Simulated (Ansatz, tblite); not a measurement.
Cost and result up the ladder for Al2N2 (the lowest singlet isomer of a short search) (4 atoms). Charge 0, multiplicity 1. Geometry: PBE0-D4/def2-TZVP.

```tsv
atom	x (Å)	y (Å)	z (Å)
Al1	1.173	-1.307	0.731
Al2	-1.173	1.307	-0.731
N3	0.463	0.205	-0.376
N4	-0.463	-0.205	0.376
```

Ansatz on 4 threads of INTEL XEON PLATINUM 8581C on a shared host; xTB runs through tblite on one thread. Times are rough, summed over both states, and most runs start from the orbitals of an earlier one. PBE0-D4/def2-TZVP serves as the yardstick here, not as an exact answer. The other state is a doublet.

The xTB rows come from tblite. Correlated methods freeze 12 core orbitals. In CCSD on the charge 1 doublet the largest single amplitude is 0.32, so its Hartree–Fock determinant may place the open shell otherwise than the density functionals do. The structure comes from a short search, and lower isomers may exist.

Run but left out: HF/def2-TZVPP, MP2/def2-TZVPP (charge +1 doublet: a determinant that CCSD turns far, T1 0.062).

Correlated methods converge slowly with the basis.

Raw xTB energies of ions are shifted by several eV.

```
                          level  functions  vertical IE (eV)  difference from PBE0-D4/def2-TZVP (eV)                        remarks
PBE0-D4/def2-TZVP (with forces)        136              8.12                                    0.00                              –
                       GFN2-xTB         26             11.97                                    3.85                              –
             CCSD(T)/def2-TZVPP        146              8.43                                    0.31  large T1 (0.062) (+1 doublet)
               PBE-D4/def2-TZVP        136              7.93                                   -0.19                              –
            r2SCAN-D4/def2-TZVP        136              7.96                                   -0.16                              –
                       GFN1-xTB         26             11.94                                    3.82                              –
```

(1) Estimate how long each takes.

Results:

(1) GFN1-xTB 0.004 s; GFN2-xTB 0.013 s; PBE-D4/def2-TZVP 1.8 s; PBE0-D4/def2-TZVP (with forces) 3.1 s; r2SCAN-D4/def2-TZVP 4.3 s; CCSD(T)/def2-TZVPP 13 s. On shared hardware such times vary by a factor of up to 3.
